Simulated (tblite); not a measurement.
Species: C6H8NPS.
Geometry (GFN2-xTB, Å), atoms numbered from 1 in this order:
```xyz
17
C6H8NPS angstrom
C      3.550    0.122    0.344
S      2.736   -1.485    0.145
C      1.046   -0.999    0.143
N      0.810    0.284    0.270
C     -0.411    0.782    0.284
C     -1.592    0.055    0.174
C     -2.908    0.769    0.234
C     -1.555   -1.324    0.030
P     -0.131   -2.305   -0.032
H      3.226    0.568    1.279
H      4.617   -0.073    0.357
H      3.281    0.760   -0.491
H     -0.449    1.860    0.394
H     -3.673    0.220   -0.311
H     -2.823    1.770   -0.184
H     -3.232    0.862    1.271
H     -2.498   -1.853   -0.053
```

All values are computed: GFN2-xTB (tblite) harmonic vibrations without scaling, gas phase. Errors from tens to a few hundred cm⁻¹ against measured bands are possible. One conformer, not necessarily the lowest.

Harmonic wavenumbers (cm⁻¹): 29.4, 70.8, 79.5, 110.3, 149.6, 218.2, 262.9, 325.5, 327.6, 354.3, 416.1, 457.9, 601.0, 612.1, 702.4, 733.5, 801.4, 855.4, 877.8, 945.5, 947.7, 964.3, 995.9, 1027.1, 1032.4, 1189.1, 1222.8, 1306.1, 1325.5, 1353.7, 1403.8, 1426.8, 1436.4, 1473.0, 1479.6, 1500.0, 1521.6, 2996.4, 3019.6, 3032.2, 3036.2, 3036.6, 3043.8, 3049.7, 3064.1.

A = 2551, B = 785.1, C = 604.9 MHz; mass 157.012 u (most abundant isotopes); point group C1, symmetry number 1.

Q: Zero-point energy?

A: ½Σν̃ = 27408 cm⁻¹ = 78.36 kcal/mol.

Q: What is S at 298.15 K and 1 bar for an ideal gas of classical rigid rotors and harmonic oscillators?

A: Translation 41.09, rotation 29.96, vibration 31.67: S = 102.7 cal/(mol K).

Q: And Cp and H(298.15 K) − H(0)?

A: Cp = 38.00 cal/(mol K), of which vibrations give 30.05 (their classical limit is 45 R = 89.4); H(298.15 K) − H(0) = 7.11 kcal/mol without the zero-point energy, 4.74 from vibrations.

Q: How do the functions run with temperature in this model?

A: 
```json
{"T (K)": "50", "S (cal/(mol K))": "61.4", "Cp (cal/(mol K))": "14.2", "H − H(0) (kcal/mol)": "0.54", "G − H(0) (kcal/mol)": "-2.53", "ln q(vib)": "0.87"}
{"T (K)": "100", "S (cal/(mol K))": "73.0", "Cp (cal/(mol K))": "19.6", "H − H(0) (kcal/mol)": "1.39", "G − H(0) (kcal/mol)": "-5.91", "ln q(vib)": "2.34"}
{"T (K)": "373.15", "S (cal/(mol K))": "112.0", "Cp (cal/(mol K))": "44.6", "H − H(0) (kcal/mol)": "10.21", "G − H(0) (kcal/mol)": "-31.57", "ln q(vib)": "9.92"}
{"T (K)": "500", "S (cal/(mol K))": "126.4", "Cp (cal/(mol K))": "54.2", "H − H(0) (kcal/mol)": "16.50", "G − H(0) (kcal/mol)": "-46.70", "ln q(vib)": "13.18"}
{"T (K)": "750", "S (cal/(mol K))": "151.1", "Cp (cal/(mol K))": "67.2", "H − H(0) (kcal/mol)": "31.81", "G − H(0) (kcal/mol)": "-81.49", "ln q(vib)": "19.23"}
{"T (K)": "1000", "S (cal/(mol K))": "171.6", "Cp (cal/(mol K))": "75.5", "H − H(0) (kcal/mol)": "49.72", "G − H(0) (kcal/mol)": "-121.90", "ln q(vib)": "24.75"}
```

q(vib) and H(0) count from the zero-point level.

Q: Blend soft modes into free rotors: weight 1/[1 + (100 cm⁻¹/ν̃)⁴] for the oscillator and the rest for a rotor with moment μB/(μ + B), μ = h/(8π²ν), B = 10⁻⁴⁴ kg m². What vibrational entropy results?

A: 28.33 cal/(mol K) in place of 31.67, which changes −T·S at 298.15 K by +0.99 kcal/mol.

Q: What must be added to the electronic energy to get the Gibbs energy at 298.15 K and 1 bar?

A: ZPE + [H(298.15 K) − H(0)] − T·S = 78.36 + 7.11 − 30.63 = 54.84 kcal/mol.

Hindered rotation and anharmonicity are outside this model. Other conformers, if any are populated, would add a mixing term that is left out. The structure is chiral; the term R ln 2 for an equal mix with its mirror image is left out.
